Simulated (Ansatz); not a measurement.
System: CH$_{7}$Si$_{2}$, net charge 0, doublet state. It need not be the lowest isomer of its formula. 
Coordinates optimised at B3LYP-D3(BJ)/def2-TZVP (Ansatz, a program for electronic structure):
```
Si
H 1 1.4896
C 1 1.8873 2 110.41
H 3 1.0908 1 110.93 2 178.56
H 3 1.0912 4 108.27 1 121.88
H 3 1.0936 4 108.12 5 116.73
Si 1 2.3347 2 112.05 3 -128.68
H 7 1.4829 1 109.75 2 -55.28
H 7 1.4841 8 108.74 1 119.40
H 7 1.4881 8 108.25 9 116.78
```
Charge 0, spin multiplicity 2.

Total electronic energies in hartree. Valence correlation only, unless marked. UHF or UKS for open shells. No spin-orbit coupling. Non-relativistic unless marked X2C. CBS marks a two-point X^-3 extrapolation of the correlation energy; Hartree-Fock from the larger set. The bracket is a focal-point correction in the basis named.

```
level                                                                 program  energy (Eh)
-------------------------------------------------------------  --------------  -----------
HF/aug-cc-pV(Q+d)Z                                                     Ansatz   -619.82792
B3LYP/def2-TZVPD                                                       Ansatz   -621.33644
PBE0/def2-QZVPP                                                        Ansatz   -621.01167
BHLYP-D4/def2-TZVPD                                            Ansatz + dftd4   -621.26766
r2SCANh/def2-TZVPD                                                     Ansatz   -621.20188
HSE06-D4/def2-TZVPD                                            Ansatz + dftd4   -620.97783
CAM-B3LYP/def2-TZVPD                                                   Ansatz   -621.26794
wB97X-V/def2-TZVPD                                                     Ansatz   -621.17957
B2PLYP-D4/def2-TZVPD                                           Ansatz + dftd4   -620.99525
MP2/6-31G*                                                             Ansatz   -620.01299
MP2/aug-cc-pV(D+d)Z                                                    Ansatz   -620.13641
MP2/aug-cc-pV(T+d)Z                                                    Ansatz   -620.24125
MP2/cc-pV(T+d)Z                                                        Ansatz   -620.23271
SCS-MP2/cc-pV(D+d)Z                                                    Ansatz   -620.13043
CCSD/aug-cc-pV(T+d)Z                                                   Ansatz   -620.29635
CCSD/CBS(aug-cc-pV(T+d)Z,aug-cc-pV(Q+d)Z)                              Ansatz    -620.3362
CCSD(T)/6-31G                                                          Ansatz   -619.88390
CCSD(T)/aug-cc-pV(D+d)Z                                                Ansatz   -620.20973
CCSD(T)/aug-cc-pV(T+d)Z                                                Ansatz   -620.31403
CCSD(T)/cc-pVTZ                                                        Ansatz   -620.30090
X2C-CCSD(T)/cc-pVTZ-DK                                                 Ansatz   -621.51896
RI-MP2/CBS(cc-pV(T+d)Z,cc-pV(Q+d)Z)+[CCSD(T)-MP2]/cc-pV(D+d)Z          Ansatz    -620.3608
CCSD(T)/CBS(aug-cc-pV(T+d)Z,aug-cc-pV(Q+d)Z)                           Ansatz    -620.3562
```

Totals of different functionals don't rank their quality; only differences between species are comparable.
